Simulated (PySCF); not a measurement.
`CC(=O)CC(Cl)Cl`, C₄H₆Cl₂O

Molfile (atoms numbered from 1):
```
C4H6Cl2O
     RDKit          3D

 13 12  0  0  0  0  0  0  0  0999 V2000
   -1.9113    0.5138   -0.0705 C   0  0  0  0  0  0  0  0  0  0  0  0
   -0.8092   -0.2530   -0.7490 C   0  0  0  0  0  0  0  0  0  0  0  0
   -0.9911   -1.2424   -1.3996 O   0  0  0  0  0  0  0  0  0  0  0  0
    0.5772    0.3667   -0.5446 C   0  0  0  0  0  0  0  0  0  0  0  0
    1.6878   -0.6645   -0.4098 C   0  0  0  0  0  0  0  0  0  0  0  0
    2.1071   -1.3637   -1.9927 Cl  0  0  0  0  0  0  0  0  0  0  0  0
    1.1883   -1.9766    0.6890 Cl  0  0  0  0  0  0  0  0  0  0  0  0
   -1.8283    1.5755   -0.2899 H   0  0  0  0  0  0  0  0  0  0  0  0
   -1.8192    0.3808    1.0061 H   0  0  0  0  0  0  0  0  0  0  0  0
   -2.8801    0.1412   -0.3914 H   0  0  0  0  0  0  0  0  0  0  0  0
    0.5674    0.9874    0.3529 H   0  0  0  0  0  0  0  0  0  0  0  0
    0.7877    1.0049   -1.4065 H   0  0  0  0  0  0  0  0  0  0  0  0
    2.6012   -0.2294   -0.0013 H   0  0  0  0  0  0  0  0  0  0  0  0
  1  2  1  0
  2  3  2  0
  2  4  1  0
  4  5  1  0
  5  6  1  0
  5  7  1  0
  1  8  1  0
  1  9  1  0
  1 10  1  0
  4 11  1  0
  4 12  1  0
  5 13  1  0
M  END
```

Method used: PySCF, GIAO BHandHLYP/pcSseg-1 magnetisability, rotational g tensor and spin-rotation constants, non-relativistic, gas phase. Geometry: GFN2-xTB, dihedral held. The dihedral C2–C4–C5–Cl7 is held at 315°.

Problem. What are the magnetisability and the molar susceptibility?

Solution. Isotropic -1268 × 10⁻³⁰ J/T², or -76.4 × 10⁻⁶ cm³/mol; principal values -1436, -1284, -1085 × 10⁻³⁰ J/T², anisotropy 305 × 10⁻³⁰ J/T² (root of half the summed squared differences of the principal values). The susceptibility is in cgs units.

Problem. Split it along the inertial axes a, b, c into diamagnetic and paramagnetic parts about the centre of mass, with the quadrupole moment.

Solution. 
```tsv
axis	χ (10⁻⁶ cm³/mol)	diamagnetic (10⁻⁶ cm³/mol)	paramagnetic (10⁻⁶ cm³/mol)	summed x² of all electrons (Å²)	quadrupole Θ (D Å)
a	-77.3	-557.4	480.0	191.4	+4.01
b	-85.7	-1007.7	922.0	85.2	-3.09
c	-66.2	-1173.6	1107.5	46.1	-0.92
```
Anisotropies 2χaa − χbb − χcc = -2.9 and 2χbb − χaa − χcc = -27.8 × 10⁻⁶ cm³/mol. Θ is traceless in Buckingham's convention.

Problem. And the rotational g tensor?

Solution. 
| axis | rotational constant (GHz) | g | nuclear part | electronic part |
| --- | --- | --- | --- | --- |
| a | 2.4587 | -0.0257 | 0.5288 | -0.5545 |
| b | 1.3077 | -0.0060 | 0.5605 | -0.5664 |
| c | 1.0652 | -0.0153 | 0.5389 | -0.5542 |

Asymmetric top; isotopes 12C, 35Cl, 1H, 16O; no vibrational averaging.
